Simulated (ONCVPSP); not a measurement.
## Pb (Z = 82), ONCV: configuration errors across variants

ONCVPSP 4.0.1 input, shortened (lines: element, Z, core and valence counts, functional; n l f; lmax; l rc ep ncon nbas qcut; lloc lpopt rc5 dvloc0; l nproj debl; icmod fcfact rcfact), LDA (Perdew-Wang 92), scalar-relativistic:

```
  Pb 82.00   13    2  -001012      upf
    1    0    2.00
    2    0    2.00
    2    1    6.00
    3    0    2.00
    3    1    6.00
    3    2   10.00
    4    0    2.00
    4    1    6.00
    4    2   10.00
    4    3   14.00
    5    0    2.00
    5    1    6.00
    5    2   10.00
    6    0    2.00
    6    1    2.00
    1
    0    2.00    0.00    4    8    2.50
    1    2.20    0.00    4    7    3.60
    4    4    1.60    4.00
    0    2    0.60
    1    2    1.70
    3    3.25    1.50
```

All-electron excitation energies from the reference (eV): (1) 6s2 6p1 6.826; (2) 6s2 6p0 20.583; (3) 6s1 6p0 53.459; (4) 6s1 6p2 16.428.

A true bound ghost makes a file unfit for plane-wave use even where its test errors are small: the radial tests pick states by their node count and pass the ghost by.

Errors AE − PS in meV (a dash: test not solved or not reliable):

```json
{"change": "base", "(1)": "-32", "(2)": "-197", "(3)": "-656", "(4)": "-74", "bound ghosts": "none", "GHOST(+) flags above zero": "s"}
{"change": "p: qcut 2.1", "(1)": "-32", "(2)": "-198", "(3)": "-664", "(4)": "-72", "bound ghosts": "none", "GHOST(+) flags above zero": "s"}
{"change": "p: qcut 2.9", "(1)": "-32", "(2)": "-198", "(3)": "-661", "(4)": "-73", "bound ghosts": "none", "GHOST(+) flags above zero": "s"}
{"change": "p: qcut 3.3", "(1)": "-32", "(2)": "-197", "(3)": "-659", "(4)": "-73", "bound ghosts": "none", "GHOST(+) flags above zero": "s"}
{"change": "p: qcut 3.8", "(1)": "-32", "(2)": "-197", "(3)": "-656", "(4)": "-74", "bound ghosts": "none", "GHOST(+) flags above zero": "s"}
{"change": "p: qcut 4.1", "(1)": "-32", "(2)": "-197", "(3)": "-656", "(4)": "-74", "bound ghosts": "none", "GHOST(+) flags above zero": "s"}
{"change": "p: qcut 4.5", "(1)": "-32", "(2)": "-197", "(3)": "-656", "(4)": "-74", "bound ghosts": "none", "GHOST(+) flags above zero": "s"}
{"change": "p: qcut 4.9", "(1)": "-32", "(2)": "-197", "(3)": "-659", "(4)": "-77", "bound ghosts": "p", "GHOST(+) flags above zero": "s"}
{"change": "p: qcut 5.3", "(1)": "-32", "(2)": "-198", "(3)": "-659", "(4)": "-77", "bound ghosts": "p", "GHOST(+) flags above zero": "s"}
```

Problem. Give the same row for: p: qcut 2.5.

Solution. -32, -198, -664, -72; bound ghosts: none; GHOST(+) flags above zero: s.
